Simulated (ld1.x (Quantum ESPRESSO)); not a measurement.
# Configuration tests for K (TM)

ld1.x (Quantum ESPRESSO) 7.5 input, shortened:

```
&input
   title='K', zed=19., rel=1, dft='PBE', iswitch=3,
   config='[Ar] 3d-2 4s1 4p0'
 /
 &inputp
   pseudotype=2, tm=.true., lloc=0,
   nlcc=.true.
 /
3
3P  2  1   6.00   0.00  2.20  2.20  0.0
3D  3  2  -2.00   0.05  2.10  2.10  0.0
3S  1  0   2.00   0.00  1.95  1.95  0.0
 &test
   configts(1)='3s2 3p6 4s1 4p0'
 /
```

Occupied shells without a wave of their own: 4s. They enter only through the test configuration that unscreens the potential, and ld1.x also counts them in the model core charge.

Energies are relative to the spin-unpolarised reference configuration 3s2 3p6 4s1 4p0; without spin polarisation the order of configurations can differ from experiment.

ld1.x takes every shell without a wave as core, so the model core holds the 4s electrons as well and exchange and correlation see them twice. This cancels in the reference configuration, but the file is broken for other ones, and its errors say nothing about a proper core correction.

```
valence configuration  charge  ΔE all-electron (eV)  error AE − PS (meV)
      3s2 3p6 4s0 4p0      +1                 4.314                 -440
    3s2 3p6 4s0.5 4p0    +0.5                 1.641                 -145
      3s2 3p6 4s0 4p1       0                 1.553                 -201
      3s2 3p5 4s1 4p0      +1                24.930                 +106
      3s1 3p6 4s1 4p0      +1                41.994                  +48
```

Levels in the configuration 3s2 3p6 4s0.5 4p0:

| level | all-electron (eV) | pseudo (eV) |
| --- | --- | --- |
| 3s | -38.163 | -38.348 |
| 3p | -21.622 | -21.797 |
| 4s | -4.283 | -4.713 |
